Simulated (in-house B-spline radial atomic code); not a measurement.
Configurations of neutral tungsten, with energies counted from [Xe] 4f14 5d4 6s2. Level of theory: Dirac-Hartree-Fock, average of configuration, Fermi nucleus of rms radius 5.3658 fm; calculated with an all-electron radial atomic-structure program (B-spline basis). Energies include first-order Breit, QED and recoil terms.

Occupations are held fixed; configurations that lie above the ionisation limit could autoionise.

```json
{"configuration": "[Xe] 4f14 5d4 6s1 6p1", "E - E(ref) (eV)": "3.0849", "highest orbital": "6p3/2", "its <r> (bohr)": "5.045"}
{"configuration": "[Xe] 4f14 5d4 5f1 6s1", "E - E(ref) (eV)": "6.0437", "highest orbital": "5f5/2", "its <r> (bohr)": "17.94"}
{"configuration": "[Xe] 4f14 5d4 6s1 8p1", "E - E(ref) (eV)": "6.0604", "highest orbital": "8p3/2", "its <r> (bohr)": "23.99"}
{"configuration": "[Xe] 4f14 5d4 6s1 7g1", "E - E(ref) (eV)": "6.6176", "highest orbital": "7g7/2", "its <r> (bohr)": "63.5"}
{"configuration": "[Xe] 4f13 5d4 6s2 10s1", "E - E(ref) (eV)": "39.241", "highest orbital": "10s1/2", "its <r> (bohr)": "44.62"}
{"configuration": "[Xe] 4f13 5d4 6s2 7g1", "E - E(ref) (eV)": "39.422", "highest orbital": "7g9/2", "its <r> (bohr)": "63.5"}
```

(1) Order these further configurations by energy, lowest first.
A. [Xe] 4f14 5d3 6s2 9p1
B. [Kr] 4d10 4f14 5s2 5p5 5d4 6s2 7f1
C. [Xe] 4f13 5d4 6s2 10p1
D. [Xe] 4f14 5d4 6s1 7f1
E. [Xe] 4f14 5d3 6s2 8f1

(2) How far above the reference does [Xe] 4f14 5d3 6s2 7s1 lie?

Results:

(1) D (6.5167 eV), A (6.9991 eV), E (7.2697 eV), C (39.318 eV), B (49.665 eV).

(2) 5.2214 eV; its least bound orbital is 7s1/2 with <r> = 9.123 bohr.
